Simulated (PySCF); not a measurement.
ClGeH₆NSi, SMILES [GeH3][Si@H](Cl)N. Atoms are numbered in the order given.

```xyz
10

N     -1.8859     0.8729     0.8781
Si    -0.8909    -0.3522     0.1995
Cl    -1.0803    -0.5763    -1.8790
Ge     1.3828     0.2078     0.5811
H     -2.8864     0.7229     0.9597
H     -1.6818     1.8485     0.6895
H     -1.3187    -1.6515     0.7858
H      2.3156    -0.7736    -0.1479
H      1.6431     1.6261     0.0364
H      1.7185     0.1965     2.0843
```
Charge 0, spin multiplicity 1.

Geometry: PBE0-D3(BJ)/def2-SVP. The structure was generated by enumeration; whether it is a known compound was not checked. Other conformers were not sampled.

Method: TDA-CAM-B3LYP/def2-SVPD (PySCF).

Vertical excitations. The molecule is in vacuum.

Computed excitation energies, oscillator strengths and character:
```json
[
 {"state": "S1", "energy (eV)": "6.76", "λ (nm)": "184", "f": "0.027", "main pairs": "HOMO→LUMO 56 %, HOMO−1→LUMO 32 %"},
 {"state": "S2", "energy (eV)": "6.98", "λ (nm)": "178", "f": "0.007", "main pairs": "HOMO−1→LUMO 36 %, HOMO→LUMO+2 30 %, HOMO→LUMO 22 %"},
 {"state": "S3", "energy (eV)": "7.24", "λ (nm)": "171", "f": "0.089", "main pairs": "HOMO→LUMO+2 52 %, HOMO−1→LUMO 18 %, HOMO−1→LUMO+2 8 %"},
 {"state": "S4", "energy (eV)": "7.46", "λ (nm)": "166", "f": "0.204", "main pairs": "HOMO→LUMO+1 77 %"},
 {"state": "S5", "energy (eV)": "7.67", "λ (nm)": "162", "f": "0.041", "main pairs": "HOMO−1→LUMO+2 71 %"},
 {"state": "S6", "energy (eV)": "7.87", "λ (nm)": "158", "f": "0.084", "main pairs": "HOMO→LUMO+3 45 %, HOMO−1→LUMO+1 26 %, HOMO−1→LUMO+2 8 %"},
 {"state": "S7", "energy (eV)": "7.97", "λ (nm)": "156", "f": "0.148", "main pairs": "HOMO−1→LUMO+1 50 %, HOMO→LUMO+3 26 %"},
 {"state": "S8", "energy (eV)": "8.12", "λ (nm)": "153", "f": "0.023", "main pairs": "HOMO−2→LUMO 50 %, HOMO−2→LUMO+2 36 %"},
 {"state": "S9", "energy (eV)": "8.28", "λ (nm)": "150", "f": "0.026", "main pairs": "HOMO→LUMO+5 20 %, HOMO−1→LUMO+5 17 %, HOMO−1→LUMO+4 13 %, HOMO→LUMO+4 11 %"},
 {"state": "S10", "energy (eV)": "8.30", "λ (nm)": "149", "f": "0.008", "main pairs": "HOMO−1→LUMO+3 71 %"},
 {"state": "T1", "energy (eV)": "6.17", "λ (nm)": "201", "f": "0", "main pairs": "HOMO→LUMO 65 %"},
 {"state": "T2", "energy (eV)": "6.39", "λ (nm)": "194", "f": "0", "main pairs": "HOMO→LUMO+2 63 %, HOMO−1→LUMO 16 %"},
 {"state": "T3", "energy (eV)": "6.49", "λ (nm)": "191", "f": "0", "main pairs": "HOMO−1→LUMO 55 %, HOMO→LUMO+1 16 %"},
 {"state": "T4", "energy (eV)": "6.93", "λ (nm)": "179", "f": "0", "main pairs": "HOMO→LUMO+1 34 %, HOMO→LUMO+3 19 %, HOMO−1→LUMO+2 9 %, HOMO−1→LUMO 7 %"}
]
```
Triplets are in the Tamm–Dancoff approximation.
